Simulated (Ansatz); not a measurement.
# Nudged elastic band run: H$_{4}$NOSb

input.yaml

```yaml
crystal:
  periodic: [false, false, false]
  atoms:
    - { symbol: "N", position_ang: [-1.003548, 0.073847, -0.819589] }
    - { symbol: Sb, position_ang: [-0.065252, -0.002814, 1.036788] }
    - { symbol: O, position_ang: [1.737842, -0.757709, 0.437836] }
    - { symbol: H, position_ang: [-1.994305, -0.197187, -0.791361] }
    - { symbol: H, position_ang: [-0.904523, 0.945532, -1.35368] }
    - { symbol: H, position_ang: [0.613257, 1.603088, 0.928865] }
    - { symbol: H, position_ang: [1.677829, -1.732757, 0.515541] }
basis:
  gaussian: { orbitals: def2-SVP }
hamiltonian:
  xc: blyp
neb:
  order_check: false
  images: 5
  f_tol: 0.03
  max_iterations: 60
  initial_path: idpp
  final_atoms:
    - { symbol: "N", position_ang: [-1.26748303, 0.40732109, -0.58031601] }
    - { symbol: Sb, position_ang: [-0.06825638, 0.04634976, 1.0909283] }
    - { symbol: O, position_ang: [1.64566965, -0.77139057, 0.30421566] }
    - { symbol: H, position_ang: [-1.7391854, -0.4479776, -0.9079417] }
    - { symbol: H, position_ang: [-0.74535136, 0.7959017, -1.3791704] }
    - { symbol: H, position_ang: [0.62683267, 1.63614873, 0.94511801] }
    - { symbol: H, position_ang: [1.60907385, -1.73435311, 0.48156614] }
```

Run as:

```bash
$ ansatz run input.yaml --threads 1 --pin off --max-ram 2048MiB --backend cpu --events-out ev --progress --plain --runs-dir out
```

Output, in part (warnings, iteration lines, the closing report on the highest movable image, with atoms numbered from 0):

```
NEB end point (image 0): max|allowed force component| = 9.101e-3 eV/Å (the criterion of neb.relax_end_points is 1.000e-2)
NEB end point (image 6): max|allowed force component| = 9.061e-3 eV/Å (the criterion of neb.relax_end_points is 1.000e-2)
NEB iter   1: max|band force component| = 4.734e-1 eV/Å  barrier→ = 0.0150 eV  barrier← = 0.1102 eV  CI = image 2  Δτ_max = 0.0787 Å  (191 SCF iters)
NEB iter   2: max|band force component| = 1.693e-1 eV/Å  barrier→ = 0.0101 eV  barrier← = 0.1054 eV  CI = image 2  Δτ_max = 0.0324 Å  (144 SCF iters)
NEB iter   3: max|band force component| = 6.036e-2 eV/Å  barrier→ = 0.0071 eV  barrier← = 0.1024 eV  CI = image 2  Δτ_max = 0.0178 Å  (141 SCF iters)
NEB iter   4: max|band force component| = 4.485e-2 eV/Å  barrier→ = 0.0068 eV  barrier← = 0.1020 eV  CI = image 2  Δτ_max = 0.0046 Å  (148 SCF iters)
NEB iter   5: max|band force component| = 2.438e-2 eV/Å  barrier→ = 0.0067 eV  barrier← = 0.1020 eV  CI = image 2  Δτ_max = 0.0000 Å  (268 SCF iters)
Total energy: -10134.42811080 eV, -372.4333637099 hartree
Atom 0 at    -1.105383     0.239262    -0.635531 Å, force    -0.012342    -0.001504    -0.005215 eV/Å
Atom 1 at     0.031298    -0.054820     1.051353 Å, force     0.003482     0.000813    -0.001853 eV/Å
Atom 2 at     1.746034    -0.834203     0.239719 Å, force    -0.000985    -0.000140     0.000511 eV/Å
Atom 3 at    -2.032378    -0.187426    -0.701844 Å, force     0.002506    -0.001306     0.001899 eV/Å
Atom 4 at    -0.998715     1.049478    -1.250533 Å, force     0.007606     0.000325     0.003588 eV/Å
Atom 5 at     0.755898     1.529217     0.961720 Å, force     0.000042     0.001076     0.001088 eV/Å
Atom 6 at     1.664546    -1.809509     0.289515 Å, force    -0.000309     0.000737    -0.000019 eV/Å
Dipole moment:    -0.470808    -0.098692     0.111723 e Å
```

The forces met the threshold. The top lies less than 8 meV above the higher end, about what the thresholds resolve: that end is a shoulder or a very shallow well. A vibrational analysis at the climbing image gives one clearly imaginary mode, 290i cm⁻¹: a first-order saddle point.

Final band (atoms are numbered from 1 in the order of the input):

| image | path coordinate (Å) | energy (kJ/mol) | height of N1 over the plane of its neighbours (Å) |
| --- | --- | --- | --- |
| 0 | 0.00 | 0.0 | 0.33 |
| 1 | 0.10 | 0.3 | 0.25 |
| 2 | 0.19 | 0.6 | 0.15 |
| 3 | 0.34 | -1.0 | -0.02 |
| 4 | 0.50 | -5.2 | -0.19 |
| 5 | 0.65 | -8.4 | -0.32 |
| 6 | 0.80 | -9.2 | -0.38 |

Run time: 38 s on 1 thread of Intel(R) Xeon(R) Platinum 8488C (Sapphire Rapids) (shared host), peak memory 0.17 GiB.
